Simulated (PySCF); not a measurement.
CF$_{2}$I (SMILES F[C](F)I), doublet, at a GFN2-xTB geometry (core potentials on I). Base run: PBE/def2-SVP run with PySCF.

Here is a job for PySCF.
```python
from pyscf import gto, scf, dft

mol = gto.M(
    atom='''
F    -1.94047091   -1.04246775   -0.07111409
C    -1.27115926    0.02973402    0.32225778
F    -1.89743270    1.11662875   -0.10056321
I     0.79562430   -0.01595949   -0.00732926
''',
    basis='def2-svp',
    ecp={'I': 'def2-svp'},
    spin=1,
    verbose=4,
)

mf = dft.UKS(mol)
mf.xc = 'pbe'
mf.kernel()
mo_i, mo_e, stable_i, stable_e = mf.stability(internal=True, external=False, return_status=True, nroots=6, tol=1e-6)
print('internally stable:', stable_i, ' externally stable:', stable_e)
if not stable_i:
    umf = mf.copy()
    umf.scf_summary = {}
    umf.kernel(umf.make_rdm1(mo_i, mf.mo_occ))
```

The bond that is stretched is that between atoms 1 and 2. A test that says stable can miss a lower solution.

Each row names what was changed in the base input (with any setting that the change needs).

```tsv
change	ΔE vs base (eV)	<S^2>	stability test says	outcome
base	0.00	0.752	internally stable (external not tested)	converged
bond × 1.25	1.04	0.753	internally stable (external not tested)	converged
bond × 1.5	2.43	0.757	internally stable (external not tested)	converged
bond × 1.8	3.53	0.787	internally stable (external not tested)	converged
bond × 2.2	4.18	0.785	internally stable (external not tested)	converged
bond × 3.0	-	-	-	not converged
```

On stretching, the SCF can end on different states; <S^2> shows the spin contamination of each.
